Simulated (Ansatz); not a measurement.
GeC2⁺ was relaxed with r2SCAN-D4 (def2-TZVP) in Ansatz in these states: charge +1 doublet, charge +1 quartet. The geometries follow in no particular order.

A:

Cartesian coordinates in Å:
```
Ge 0.163 -1.617 0.284
C -0.023 0.203 -0.040
C -0.140 1.414 -0.243
```

B:

```xyz
3

Ge   -1.6687   -0.1301   -0.4973
C     0.2088    0.0165    0.0622
C     1.4600    0.1136    0.4351
```

Q: Judge from the bond lengths which geometry belongs to which state (an estimate).

A: A is the charge +1 doublet (Ge1–C2 1.857 Å, C2–C3 1.234 Å); B is the charge +1 quartet (Ge1–C2 1.965 Å, C2–C3 1.309 Å).

At r2SCAN-D4/def2-TZVP the charge 1 doublet is spin-contaminated (final ⟨S²⟩ up to 0.83, 0.75 for a pure state). At PBE0-D4/def2-TZVP a doublet lies 2.68 eV below the charge +1 quartet. These are the stationary points nearest to one start from a short search; other shapes may lie lower in each state.
